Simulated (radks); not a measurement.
Question: All-electron atom: Os44+ in [Ar] 3d10 4s2 4p2. Method: Dirac Kohn-Sham, exchange-only PBE, spin-unpolarised, spherical densities, finite nucleus; open shells fill j = l - 1/2 first; Fermi nuclear charge, rms radius 5.4126 fm; computed with a radial shooting solver on a logarithmic mesh with Libxc functionals. Some entries of the table are withheld. Estimate them.

orbital,occ.,eigenvalue (Ry),<r> (bohr)
1s1/2,2,-5579.340,0.01774
2s1/2,2,-1101.217,0.07416
2p1/2,2,-1061.841,0.06121
2p3/2,4,-948.9542,0.06936
3s1/2,2,-370.3853,0.1904
3p1/2,2,-353.1047,(1)
3p3/2,4,-327.5440,(2)
3d3/2,4,-299.2086,(3)
3d5/2,6,-293.5937,(4)
4s1/2,2,-177.4421,0.3809
4p1/2,2,-170.0115,0.3767
4p3/2,0,-161.5659,0.3969

Answer: 
(1) 3p1/2 <r> (bohr): 0.1803
(2) 3p3/2 <r> (bohr): 0.1943
(3) 3d3/2 <r> (bohr): 0.1691
(4) 3d5/2 <r> (bohr): 0.1734
